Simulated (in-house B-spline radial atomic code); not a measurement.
Computed with a B-spline radial atomic code. Model: two electrons, singlet ground state, non-relativistic, full CI in B-splines with partial waves to l = 8 (at full coupling up to 3e-4 hartree above the limit, correlation up to 0.6 % small), density held at that of full coupling by Lieb maximisation.

Along the adiabatic connection the electron repulsion is scaled by a coupling λ while a local potential keeps the density fixed. At λ = 0 the system is the Kohn-Sham one and W equals the exchange energy; the exchange-correlation energy is the area under W between 0 and 1. The kinetic energy rises with λ as the electrons avoid each other, with dT/dλ = −λ dW/dλ.

Command:
```bash
python run_ac.py task.json out
```
Settings (lengths in bohr, energies in hartree):
```
potential              ball
strength               1
lmax                   8
wall_radius            9.96
```

Cost of the run: 8 s on 1 thread of Intel(R) Xeon(R) Processor @ 2.30GHz, on a shared host.

**W = mean repulsion less Hartree energy, and W of three functionals.**

Given: confinement empty hard sphere; hard wall radius 9.96 bohr; external potential zero inside.

Computed: PBE exchange minus exact 4.2723 millihartree; SCAN exchange minus exact -4.6908 millihartree.

```csv
coupling,W xc (hartree),W xc minus exchange (millihartree),kinetic minus Kohn-Sham (millihartree),LDA (PW92) W minus its exchange (millihartree),PBE W minus its exchange (millihartree),SCAN W minus its exchange (millihartree)
0,-0.15992,0,0,0,0,0
0.02,-0.16239,-2.476,0.02,-7.88,-4.33,-1.89
0.05,-0.16581,-5.888,0.14,-14.81,-9.04,-4.49
0.12,-0.17255,-12.636,0.71,-25.57,-17.1,-9.77
0.25,?,?,?,?,?,?
0.4,-0.18876,-28.841,4.62,-47.84,-35.55,-24.27
0.6,-0.1949,-34.978,7.64,-56.68,-43.29,-30.92
0.8,-0.19897,-39.057,10.47,-63.03,-48.96,-35.83
1,-0.20189,-41.974,13.08,-67.9,-53.36,-39.6
1.4,-0.20583,-45.909,17.74,-75.04,-59.87,-44.95
2,-0.2094,-49.486,23.73,-82.18,-66.45,-49.93
3,-0.21282,-52.905,32.11,-89.67,-73.41,-54.48
4.5,-0.21568,-55.761,42.62,-96.39,-79.7,-57.84
7,?,?,?,?,?,?
10,-0.22008,-60.16,72.27,-107.37,-90.05,-61.75
```

**Question.** What belongs in the row 0.25?

**Answer.** W xc (hartree): -0.1817; W xc minus exchange (millihartree): -21.787; kinetic minus Kohn-Sham (millihartree): 2.36; LDA (PW92) W minus its exchange (millihartree): -38.23; PBE W minus its exchange (millihartree): -27.37; SCAN W minus its exchange (millihartree): -17.53.

**Question.** What belongs in the row 7?

**Answer.** W xc (hartree): -0.21829; W xc minus exchange (millihartree): -58.369; kinetic minus Kohn-Sham (millihartree): 57.27; LDA (PW92) W minus its exchange (millihartree): -102.83; PBE W minus its exchange (millihartree): -85.76; SCAN W minus its exchange (millihartree): -60.37.

**Question.** What is the LDA exchange minus exact?

**Answer.** 18.611 millihartree.

**Energy parts, natural occupations and partial-wave weights.**

Computed: total energy 0.2395 hartree; exchange energy -0.15992 hartree; correlation energy -0.028893 hartree; kinetic part of the DFT correlation energy 0.013081 hartree; kinetic part over minus potential part 0.31165; Kohn-Sham kinetic 0.10847 hartree; Lieb Oxford ratio E_xc over LDA exchange 1.3362.

| natural | occupation of the shell (electrons) |
| --- | --- |
| s | 1.7118 |
| p | ? |
| s | 0.00346 |
| d | 0.00017676 |
| p | 9.9122e-05 |
| f | 4.7984e-05 |

**Question.** What belongs in the row p?

**Answer.** occupation of the shell (electrons): 0.28438.

```tsv
wave	weight
s	0.85763
p	?
d	9.3383e-05
f	2.6188e-05
g	6.7967e-06
```

**Question.** What belongs in the row p?

**Answer.** weight: 0.14224.

**Question.** What is the Hartree energy?

**Answer.** 0.31983 hartree.

**Question.** What is the initial slope twice GL2?

**Answer.** -0.12779 hartree.

Half-way to full coupling W has made 76 % of its drop, against 50 % for a straight line, and second-order (GL2) theory, half the initial slope, overshoots the correlation energy by about 121 %: correlation is strong. Over couplings 0 to 1 the errors in E_xc come to about -0.6 millihartree for LDA, -3.1 millihartree for PBE, -1.2 millihartree for SCAN, so LDA is nearest. In LDA and PBE and SCAN the errors of exchange and correlation have opposite signs, so the sum is smaller than the larger of the two.
